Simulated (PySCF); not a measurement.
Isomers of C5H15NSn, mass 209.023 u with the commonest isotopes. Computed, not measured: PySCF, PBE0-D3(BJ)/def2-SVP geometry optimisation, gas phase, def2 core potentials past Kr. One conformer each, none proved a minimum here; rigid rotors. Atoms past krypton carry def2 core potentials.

**Question.** Order these by rotational constant B, largest first.
A. SnHMe2(NHiPr), `[H][Sn]([CH3])([CH3])[NH]C(C)C`
B. Sn(NMe2)Me3, `C[N]([Sn]([CH3])([CH3])[CH3])C`
C. SnMe3(NHEt), `[Sn]([CH3])([CH3])([NH]CC)[CH3]`
D. SnH2Me(NEt2) (`C([N](CC)[SnH2][CH3])C`)
E. SnH2Me(NHtBu), `[H][Sn]([H])([CH3])[NH]C(C)(C)C`

**Answer.** B (1267 MHz), C (1029 MHz), A (989.9 MHz), D (952.6 MHz), E (771.4 MHz).

**Question.** Order these by rotational constant A, smallest first.
A. Sn(NMe2)Me3 (`C[N](C)[Sn]([CH3])([CH3])[CH3]`)
B. SnH2Me(NEt2), `[H][Sn]([H])([CH3])[N](CC)CC`
C. SnMe3(NHEt), `CC[NH][Sn]([CH3])([CH3])[CH3]`
D. `CC([NH][SnH2][CH3])(C)C` (SnH2Me(NHtBu))
E. SnHMe2(NHiPr), `CC(C)[NH][SnH]([CH3])[CH3]`

**Answer.** A (1912 MHz), B (2017 MHz), C (2174 MHz), E (2572 MHz), D (3183 MHz).

**Question.** Order these by dipole moment, smallest first.
A. Sn(NMe2)Me3 (`[CH3][Sn]([N](C)C)([CH3])[CH3]`)
B. SnMe3(NHEt) (`CC[NH][Sn]([CH3])([CH3])[CH3]`)
C. SnHMe2(NHiPr) (`[H][Sn]([CH3])([CH3])[NH]C(C)C`)

**Answer.** C (0.41 D), B (0.82 D), A (1.04 D).

| SMILES | point group | Ia (u·Å²) | Ib (u·Å²) | Ic (u·Å²) | κ | μa (D) | μb (D) | μc (D) |
| --- | --- | --- | --- | --- | --- | --- | --- | --- |
| C[N](C)[Sn]([CH3])([CH3])[CH3] | near Cs | 264.38 | 398.87 | 446.97 | -0.65 | 0.97 | 0.00 | 0.36 |
| CC[NH][Sn]([CH3])([CH3])[CH3] | C1 | 232.51 | 491.33 | 506.27 | -0.95 | 0.39 | 0.72 | 0.09 |
| [H][Sn]([H])([CH3])[N](CC)CC | C1 | 250.58 | 530.54 | 640.24 | -0.73 | 0.39 | 0.52 | 0.70 |
| [H][Sn]([CH3])([CH3])[NH]C(C)C | C1 | 196.46 | 510.52 | 619.03 | -0.80 | 0.28 | 0.30 | 0.02 |
| [H][Sn]([H])([CH3])[NH]C(C)(C)C | C1 | 158.77 | 655.14 | 691.66 | -0.97 | 0.24 | 0.56 | 0.59 |
